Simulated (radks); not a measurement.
All-electron atom: Sb I in [Kr] 4d10 5s2 5p3.

All-electron calculation, scalar-relativistic Kohn-Sham, PBEsol, spin-unpolarised, spherical densities, finite nucleus; Fermi nuclear charge, rms radius 4.6802 fm; hard spherical wall at 5 bohr. Program: a radial shooting solver on a logarithmic mesh with Libxc functionals.

Energy parts (eV):
part                       energy
total                 -176283.561
kinetic                184373.897
electron-nucleus      -426606.134
Hartree                 70503.888
exchange-correlation    -4555.212

Orbitals (lengths in bohr, moments of r in powers of bohr):
orbital  occ.  eigenvalue (eV)      <r>
1s          2        -30284.71  0.02843
2s          2        -4606.014   0.1227
2p          6        -4135.594   0.1072
3s          2        -900.1720   0.3308
3p          6        -746.8218   0.3289
3d         10        -512.5869   0.3055
4s          2        -145.4405   0.7910
4p          6         -98.4718   0.8528
4d         10         -30.3588    1.034
5s          2         -10.4214    2.177
5p          3          -1.8722    2.515
5d          0           9.5425    2.974
6s          0          14.1060    3.058
4f          0          16.7388    2.939

The highest occupied level is 5p at -1.872 eV. Summed over all electrons, <r^2> = 52.77 bohr^2, which gives a Langevin (diamagnetic) susceptibility term of -41.8 x 10^-6 cm^3/mol.
